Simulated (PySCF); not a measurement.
A structure optimised at PBE-D3(BJ)/def2-SVP, used in a PySCF frequency run:

```xyz
12

C     -1.9272    -0.2089    -0.6385
C     -1.0102     0.1772     0.5161
F     -1.7480     0.1779     1.7045
C      0.1485    -0.7673     0.6811
C      1.3346    -0.6817     0.0577
Cl     1.7307     0.5889    -1.0686
H     -2.3040    -1.2426    -0.5083
H     -2.7923     0.4820    -0.6824
H     -1.3744    -0.1502    -1.5966
H     -0.6240     1.2098     0.3571
H     -0.0183    -1.6204     1.3600
H      2.1488    -1.4077     0.1969
```
Charge 0, spin multiplicity 1.

### Question
Write its SMILES and formula.

### Answer
C[C@@H](F)/C=C\Cl, C₄H₆ClF

### Question
What are its rotational constants (standard atomic weights)?

### Answer
5.5449, 1.4509, 1.3171 GHz
